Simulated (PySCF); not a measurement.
Computed structure and properties of [Bi(PH3)]3+

System: [Bi(PH3)]3+ (singlet); start: template (C3v). Method: PySCF 2.14.0, RKS PBE0, Bi def2-SVP with ECP60, P def2-SVP, H def2-SVP; non-relativistic Hamiltonian with scalar-relativistic core potentials where named; density fitting; no spin-orbit coupling.

Input of the relaxation:

```python
mol = gto.M(atom='''
Bi     0.00000     0.00000    -0.39263
P      0.00000     0.00000     2.34737
H      1.21001    -0.00000     3.09057
H     -0.60500     1.04790     3.09057
H     -0.60501    -1.04789     3.09057''',
    basis={'Bi': 'def2-SVP', 'P': 'def2-SVP', 'H': 'def2-SVP'},
    ecp={'Bi': 'def2-SVP'},
    charge=3, spin=0)
mf = dft.RKS(mol, xc='PBE0')
mf.grids.atom_grid = (50, 194)
mf = mf.density_fit()  # fitting sets: Bi def2-universal-JKFIT, P def2-universal-JKFIT, H def2-universal-JKFIT
mf.conv_tol = 1e-08; mf.max_cycle = 55
mf.kernel(dm0)  # dm0: converged density of the start geometry
# quasi-Newton relaxation in Cartesian coordinates to a largest gradient under 0.00045 Eh/bohr, steps kept in the point group
```

Run from Python with OMP_NUM_THREADS=2; the lines above give its settings. Where DIIS fails, smearing, a level shift and second-order steps follow.
It took 5.5 s on 2 threads of Arm Neoverse V1, with other jobs on the host, from the converged density of the start.

Course of the relaxation:

```tsv
step	energy above end (eV)	largest force component within the symmetry (eV/Å)
0	0.6477	2.082
1	0.1627	1.772
2	0.0319	0.828
3	0.0075	0.381
4	0.0001	0.018
5	0.0000	0.008
```

Relaxed geometry (C3v):

```xyz
5

Bi    0.0000    0.0000   -0.3006
P     0.0000    0.0000    2.5898
H     1.3787    0.0000    2.9791
H    -0.6894    1.1940    2.9791
H    -0.6894   -1.1940    2.9791
```

| contact | Å |
| --- | --- |
| Bi1–P2 (PH3) | 2.890 |

On the finer grid (75, 302):

```
HOMO                                                          : -25.84 eV
LUMO                                                          : -22.19 eV
Dipole about the centre of mass                               : 9.44 D
Set of Mulliken populations of Bi1 outside the core potential : s 4.00, p 6.96, d 10.04
D3(BJ) dispersion energy (not in the energies)                : -0.097 eV
```

| atom | Mulliken (e) | Löwdin (e) | spin (e) |
| --- | --- | --- | --- |
| Bi1 | 2.00 | 1.95 | 0.00 |
| P2 | 0.16 | 0.68 | 0.00 |
| H3 | 0.28 | 0.12 | 0.00 |
| H4 | 0.28 | 0.12 | 0.00 |
| H5 | 0.28 | 0.12 | 0.00 |

A rough frequency check found all modes real, so this is a minimum.

Taking off one PH3 (charge 0, singlet; the rest: singlet) in vacuum, both parts rigid, costs 8.81 eV; the small basis without counterpoise inflates it. Parting with an electron moved from the ligand to the metal can be far cheaper, even downhill.

Rigid scan of PH3 along the line from its metal:

(distance to P2 (Å), energy (eV)): (2.59, 0.272), (2.69, 0.107), (2.79, 0.025), (2.89, 0.000), (2.99, 0.016), (3.09, 0.058), (3.29, 0.183)

One start shape was tried, so this needn't be the lowest isomer.
